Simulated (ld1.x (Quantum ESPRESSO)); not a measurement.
Before and after: TM potential for cobalt (Co)

| Quantity | Value |
| --- | --- |
| Element | cobalt (Co) |
| Generator | ld1.x (Quantum ESPRESSO) 7.5 |
| Type | norm-conserving Troullier–Martins (Kleinman–Bylander form) |
| Functional | PBE |
| Relativity | scalar-relativistic |
| Frozen core | [Ar] |
| Valence charge | 9 |
| Reference configuration | 3d7 4s1.5 4p0 (charge +0.5) |
| Partial waves | 4s (bound): rc 2.30 bohr; 4p (bound, empty): rc 3.00 bohr; 3d (bound): rc 1.20 bohr |
| Local potential | the d channel |
| Core correction | none |

Change: functional revPBE.

Cutoffs: the cutoffs (Ry, on a coarse ladder) from which the occupation-weighted sum of valence levels, in a spherical-Bessel basis at the reference potential, stays within 10 and 1 mRy of its value at 400 Ry; they do not see the model core or the augmentation charge, which bear on the density cutoff. Errors are all-electron minus pseudo energies relative to the spin-unpolarised reference configuration.

Question: How do hardness, ghosts and transferability respond?

Answer: The potential gets neither clearly harder nor softer (160 Ry and 260 Ry → 160 Ry and 260 Ry); both files keep a bound ghost (p, s); of the 7 tests that both files solve, the error grows in 0 and shrinks in 2 by more than 15 % and 0.3 meV (median size 58.8 → 59.2 meV).

| quantity | base | changed |
| --- | --- | --- |
| cutoff, loose | 160 Ry | 160 Ry |
| cutoff, tight | 260 Ry | 260 Ry |
| bound ghosts | s, p | s, p |
| error for 3d7 4s2 4p0, meV [ΔE -3.60 → -3.56 eV] | +1.7 | +1.1 |
| error for 3d7 4s1 4p0, meV [ΔE 5.43 → 5.37 eV] | +2.5 | +1.8 |
| error for 3d7 4s0 4p0, meV [ΔE 22.21 → 21.99 eV] | +59 | +59 |
| error for 3d7 4s0 4p2, meV [ΔE 5.38 → 5.35 eV] | +11 | +11 |
| error for 3d5 4s0 4p0, meV [ΔE 113.44 → 113.00 eV] | -374 | -391 |
| error for 3d8 4s1 4p0, meV [ΔE -4.81 → -4.78 eV] | -72 | -73 |
| error for 3d6 4s2 4p1, meV [ΔE 6.06 → 6.09 eV] | -201 | -205 |
| s: phases at 3.23 bohr within 0.05 rad from the reference energy up to (Ry; the scan ends near 5) | 1.0 | 1.0 |
| p: phases at 3.23 bohr within 0.05 rad from the reference energy up to (Ry; the scan ends near 5) | 1.8 | 1.8 |
| d: phases at 3.23 bohr within 0.05 rad from the reference energy up to (Ry; the scan ends near 5) | 3.7 | 3.7 |

Changed file: These tests converged, but a pseudo level misses the all-electron one widely, so the file describes the atom poorly there or has found another state: 3d5 4s0 4p0: empty 4s by 12.4 eV (a node warning on the way). A true bound ghost makes a file unfit for plane-wave use even where its test errors are small: the radial tests pick states by their node count and pass the ghost by.
